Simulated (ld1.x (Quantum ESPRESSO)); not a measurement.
**What the settings do to the TM potential of platinum**

Base potential:

ld1.x (Quantum ESPRESSO) 7.5 input, shortened:

```
&input
   title='Pt', zed=78., rel=1, dft='PZ', iswitch=3,
   config='[Xe] 4f14 5d9 6s0 6p0'
 /
 &inputp
   pseudotype=2, tm=.true., lloc=1,
   nlcc=.false.
 /
3
6S  1  0   0.00   0.00  1.85  1.85  0.0
5D  3  2   9.00   0.00  1.65  1.65  0.0
6P  2  1   0.00   0.00  3.05  3.05  0.0
 &test
   configts(1)='5d9 6s0 6p0'
 /
```

All-electron outer shells of the reference configuration (LDA (PZ), scalar-relativistic, ld1.x):

```json
{"shell": "5p", "level (eV)": "-64.62", "outermost node (bohr)": "0.53", "outermost maximum (bohr)": "0.98"}
{"shell": "5d", "level (eV)": "-14.59", "outermost node (bohr)": "0.57", "outermost maximum (bohr)": "1.26"}
{"shell": "6s", "level (eV)": "-13.26", "outermost node (bohr)": "1.14", "outermost maximum (bohr)": "2.30"}
{"shell": "6p", "level (eV)": "-6.84", "outermost node (bohr)": "1.35", "outermost maximum (bohr)": "3.02"}
```

Cutoffs, loose and tight: the cutoffs (Ry, on a coarse ladder) from which the occupation-weighted sum of valence levels, in a spherical-Bessel basis at the reference potential, stays within 10 and 1 mRy of its value at 400 Ry. They do not see the model core or the augmentation charge, which bear on the density cutoff. Test errors are all-electron minus pseudo excitation energies from the reference, over the configurations 5d9 6s1 6p0; 5d8 6s0 6p0; 5d7 6s0 6p0; 5d9.5 6s0.5 6p0; 5d8 6s1 6p0; 5d8 6s1 6p1; 5d9 6s0.5 6p0 (two spin-polarised tests are not counted in the largest error). A dash means not determined; rows that change the core or the reference have their own tests. The largest error is taken over the tests solved by every variant that gives reliable tests at all: 5d7 6s0 6p0; 5d8 6s0 6p0; 5d8 6s1 6p0; 5d8 6s1 6p1.

A true bound ghost makes a file unfit for plane-wave use even where its test errors are small: the radial tests pick states by their node count and pass the ghost by.

```csv
change,outcome,"cutoff, loose","cutoff, tight",bound ghosts,largest test error (meV)
base,generated,40 Ry,60 Ry,none,-481
wave 5d (bound): rc 1.65 bohr becomes 5d (bound): rc 1.28 bohr,generated,45 Ry,80 Ry,none,-478
type TM semilocal; local potential the s channel,generated,40 Ry,55 Ry,none,-68
wave 6p (bound): rc 3.05 bohr becomes 6p (bound): rc 4.44 bohr,generated,40 Ry,70 Ry,none,-555
"all radii scaled by about 0.78 (s 1.44, p 2.36, d 1.28 bohr)",generated,45 Ry,80 Ry,none,-460
local potential the d channel,generated,40 Ry,50 Ry,"s, p",-68
functional PBEsol,generated,40 Ry,70 Ry,none,-520
wave 6s (bound): rc 1.85 bohr becomes 6s (bound): rc 2.04 bohr,generated,40 Ry,60 Ry,none,-481
```

(1) What comes out with this change to the base: reference 5d9 6s0.5 6p0.5?

(2) What comes out with this change to the base: core [Kr] 4d10 4f14 5s2, valence charge 16; reference 5p6 5d9 6s1 6p0; waves now 6s (bound): rc 2.30 bohr; 5p (bound): rc 1.65 bohr; 5d (bound): rc 1.75 bohr; local potential all-electron potential smoothed inside 1.60 bohr (lloc = -1); core correction a·sin(br)/r model core inside 1.70 bohr?

Results:

(1) outcome: generated; cutoff, loose: 40 Ry; cutoff, tight: 70 Ry; bound ghosts: none; largest test error (meV): -1091.

(2) outcome: generated; cutoff, loose: 50 Ry; cutoff, tight: 80 Ry; bound ghosts: s; largest test error (meV): -152.
